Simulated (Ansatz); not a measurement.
C₂H₉NSi₂ (`NC1C[SiH2][SiH2]1`), relaxed with RKS PBE0-D4/def2-TZVP in the Gaussian-basis code of Ansatz from a PBE-D4/def2-SVP geometry. The force threshold is 0.005 eV/Å; the program also tests the step.

Charge 0, multiplicity 1.

Start:

```xyz
14

N    -0.875   -1.908   -0.419
C    -0.346   -0.562   -0.528
C    -0.892    0.575    0.410
Si    0.604    1.791    0.311
Si    1.549   -0.296   -0.196
H    -0.747   -2.264    0.537
H    -1.890   -1.919   -0.596
H    -0.487   -0.220   -1.581
H    -1.907    0.945    0.147
H    -0.936    0.198    1.457
H     0.509    2.739   -0.856
H     0.928    2.568    1.558
H     2.530   -0.602   -1.296
H     1.959   -1.043    1.051
```

| step | energy (eV) | largest force (eV/Å) | largest move (Å) |
| --- | --- | --- | --- |
| 1 | -19456.3042 | 0.588 | 0.000 |
| 2 | -19456.3527 | 0.214 | 0.032 |
| 3 | -19456.3581 | 0.041 | 0.017 |
| 4 | -19456.3585 | 0.019 | 0.010 |
| 5 | -19456.3586 | 0.014 | 0.007 |
| 6 | -19456.3587 | 0.009 | 0.010 |
| 7 | -19456.3587 | 0.003 | 0.003 |

End:

```xyz
14

N    -0.880   -1.884   -0.418
C    -0.336   -0.549   -0.527
C    -0.879    0.572    0.409
Si    0.596    1.775    0.307
Si    1.532   -0.295   -0.188
H    -0.707   -2.271    0.501
H    -1.883   -1.887   -0.562
H    -0.482   -0.211   -1.562
H    -1.875    0.935    0.141
H    -0.927    0.195    1.438
H     0.497    2.709   -0.847
H     0.914    2.551    1.534
H     2.502   -0.603   -1.272
H     1.929   -1.037    1.045
```

It took 35 s on 4 threads of an Arm Neoverse V1 on a shared host, with 0.66 GiB of host memory at the peak.
